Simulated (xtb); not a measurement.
C6H8N2, SMILES Nc1ccc(N)cc1. All values are semi-empirical tight-binding results from xtb (GFN2-xTB unless named), good for trends rather than for accurate numbers. Geometry: GFN2-xTB. The values are those of a single conformer.

Computed properties:
* **point group as xtb finds it**: C2h
* **orbital gap**: 3.45 eV
* **dipole moment**: 0.00 D
* **zero-point energy**: 81.2 kcal/mol
* **G − E(el) at 298.15 K (modified RRHO)**: 62.3 kcal/mol
* **static polarisability (D4 model)**: 85.8 bohr³
* **solvation energy, GFN2-xTB/ALPB(water)**: -5.8 kcal/mol
* **solvation energy, GFN2-xTB/ALPB(methanol)**: -8.1 kcal/mol

Computed IR lines (harmonic; lines under 4 % of the strongest left out, lines within 3 cm⁻¹ merged):
ν (cm⁻¹): 305 (w), 482 (w), 621 (vs), 795 (w), 1260 (m), 1495 (w), 1530 (s), 3064 (w), 3075 (m) (against the strongest line: vs over 80 %, s over 45 %, m over 15 %, w over 4 %, vw less)
